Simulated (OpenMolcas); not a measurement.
V2+ (d3) on a cation site of an ionic host was computed by CASSCF with the d shell active (OpenMolcas, ANO-RCC-VTZP on the metal). Its lowest spin-free states, and all those of the highest spin:

| 2S+1 | Degeneracy | E (cm-1) |
| --- | --- | --- |
| 4 | 1 | 0.0 |
| 4 | 3 | 10416 |
| 2 | 2 | 16685 |
| 4 | 3 | 17159 |
| 2 | 3 | 17511 |
| 2 | 3 | 23164 |
| 2 | 1 | 24542 |
| 2 | 3 | 27643 |
| 2 | 3 | 28225 |
| 4 | 3 | 28698 |
| 2 | 2 | 29978 |
| 2 | 3 | 33704 |

Task: Is the site octahedral, tetrahedral or cube-like, axial, or of lower symmetry?

Result: The states with 2S+1 = 4 have orbital degeneracies 1, 3, 3, 3. Threefold states need a cubic site. For d3 at this spin an octahedron puts the single A2 below the threefold T2 and a tetrahedron or cube puts the threefold T1 below the threefold T2, so the site is octahedral. The first gap at this spin, 10400 cm-1, is |10Dq| in ligand-field theory. The run had V2+ with its 6 nearest fluoride ions at 2.1 Å, on the Cd site of idealised cubic KCdF3 (a = 4.302 Å, distance in the model lattice 2.151 Å). The rest of the host is ab initio model potentials to 7.6 Å, with orthogonalisation functions on the cations behind the ligands, and point charges beyond; the distance is set by hand and nothing relaxes. Ligand basis ANO-RCC-VDZP.

Without dynamic correlation the repulsion within the d shell is too large (B by tens of per cent), so at a given field states of lower spin stand too high. Ligand-to-metal charge-transfer states are missing. With no ligand orbital active B as a rule stays too high, so bands that hang on it stand too high and its fall with covalency is understated. With metal d orbitals alone and no dynamic correlation 10Dq can be off by a tenth to a fifth, either way, in oxide and fluoride hosts. No measured value stands beside these numbers; the geometry was set by hand and not optimised.
